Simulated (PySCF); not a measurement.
Two-component Hartree-Fock for Pb(55+) (lead, charge +55)

Start: [Ar] 3d9; 3d3/2 filled at m_j = -3/2, -1/2, +1/2, +3/2; 3d5/2 filled at m_j = -3/2, -1/2, +1/2, +3/2, +5/2. Calculated with PySCF 2.14 in an uncontracted even-tempered set (15 s from 16 bohr⁻², ratio 2.8; 13 p from 21 bohr⁻², ratio 2.8; 8 d from 21 bohr⁻², ratio 2.8; 3 f from 75 bohr⁻², ratio 3): generalised Hartree-Fock with the X2C-1e Hamiltonian and a Gaussian nucleus; one run each with spin-orbit coupling (SO) switched off, then screened by Boettger's factors.

| spinor shell | electrons | ε, spin-free (eV) | ε, screened SO (eV) | weight of nominal j (screened SO) | rms radius, screened SO (bohr) |
| --- | --- | --- | --- | --- | --- |
| 1s1/2 | 2 | -91816.7 | -91778.8 | 1.000 | 0.0181 |
| 2s1/2 | 2 | -19213.4 | -19201.4 | 1.000 | 0.0729 |
| 2p1/2 | 2 | -16968.3 | -18565.6 | 1.000 | 0.0615 |
| 2p3/2 | 4 | -16968.3 | -16353.3 | 1.000 | 0.0697 |
| 3s1/2 | 2 | -6914.7 | -6911.2 | 1.000 | 0.182 |
| 3p1/2 | 2 | -6251.8 | -6637.4 | 1.000 | 0.174 |
| 3p3/2 | 4 | -6251.8 | -6100.1 | 1.000 | 0.190 |
| 3d3/2 | 4 | -5614.0 | -5681.9 | 0.998 | 0.163 |
| 3d5/2 | 5 | -5614.0 | -5566.6 | 0.999 | 0.167 |

```json
{"quantity": "E (hartree)", "spin-free": "-18365.56224", "screened SO": "-18403.63609"}
{"quantity": "M_J", "spin-free": "5/2", "screened SO": "5/2"}
{"quantity": "⟨J²⟩", "spin-free": "8.750", "screened SO": "8.750"}
{"quantity": "⟨L²⟩", "spin-free": "6.000", "screened SO": "6.097"}
{"quantity": "⟨S²⟩", "spin-free": "0.750", "screened SO": "0.847"}
```

Each row is a mean over spinors that exchange with the open shell spreads, by up to 30.364 eV (3p3/2).

Breit and QED terms are absent; they matter most for the inner s and p1/2 levels.

Densities and radii are taken from the X2C orbitals without a picture-change correction, which distorts them close to the nucleus.

Without spin-orbit coupling the j labels of p, d and f shells carry no meaning; the spin-free column gives the mean over the occupied spinors of each nl shell.
